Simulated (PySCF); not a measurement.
[V(H2O)6]2+ holds V(II), d3, at total charge +2. The structure is a PBE0-D3(BJ)/def2-SVP, IEF-PCM water geometry optimised for multiplicity 4; coordination octahedral, point group Th, metal–donor distances 2.11 Å.

```
19

V     0.000    0.000    0.000
O     2.112    0.000    0.000
H     2.684    0.778    0.000
H     2.684   -0.778    0.000
O    -2.112    0.000    0.000
H    -2.684    0.778    0.000
H    -2.684   -0.778    0.000
O     0.000    2.112    0.000
H     0.000    2.684    0.778
H     0.000    2.684   -0.778
O     0.000   -2.112    0.000
H     0.000   -2.684    0.778
H     0.000   -2.684   -0.778
O     0.000    0.000    2.112
H     0.778    0.000    2.684
H    -0.778    0.000    2.684
O     0.000    0.000   -2.112
H     0.778    0.000   -2.684
H    -0.778    0.000   -2.684
```

Method (PySCF 2.14, density fitting): CASSCF(3,5) with orbitals averaged over all microstates of the shell, strongly contracted NEVPT2 on the averaged canonical orbitals; basis x2c-TZVPall on the metal, x2c-SVPall elsewhere; spin-free X2C; IEF-PCM water; spin-orbit coupling by state interaction with the mean-field operator over all roots.

Task: Which term lies lowest, and with what spin?

Result: 4Ag (S = 3/2, orbital degeneracy 1), with 3.0 electrons in the lower (t2g-type) set and 0.0 in the upper (eg-type) set, by NEVPT2.

Task: List the excited states of the same spin.

Result: By NEVPT2: 4Tg at 13216 cm⁻¹ (757 nm); 4Tg at 20231 cm⁻¹ (494 nm); 4Tg at 30581 cm⁻¹ (327 nm). All are electric-dipole forbidden at this geometry.

Task: Which is the lowest state of another spin?

Result: 2Eg at 14396 cm⁻¹ by NEVPT2; CASSCF alone puts it at 16131 cm⁻¹ above the same ground state.

Task: Give the fitted ligand-field and repulsion parameters.

Result: At CASSCF level (the NEVPT2 levels don't fit a ligand-field model well): orbital energies 0, 0, 0, 12422, 12422 cm⁻¹; 10Dq = 12422 cm⁻¹; B = 920 cm⁻¹; C = 3453 cm⁻¹; B over its free-ion value at the same level 0.953; rms of the fit 276 cm⁻¹; ζ = 170 cm⁻¹ (free ion 174).

Task: What are the magnetic parameters?

Result: The ground multiplet follows a spin Hamiltonian with S = 3/2, g = 1.971, 1.971, 1.971, D = 0 (spin-orbit part alone); the lowest levels hold 100 % of the spin-free ground state. μeff is 3.86 μB at 300 K and 3.82 μB at 10 K; the spin-only value is 3.88 μB.

NEVPT2 lifts 4Tg from 11647 to 13216 cm⁻¹; on the d shell alone it tends to overshoot states that fill the eg-type orbitals.

The job took 19 s on one thread of Arm Neoverse V1 (shared host), with 192 basis functions and a peak of 0.77 GiB, launched as `OMP_NUM_THREADS=1 python lf_run.py task.json out`.
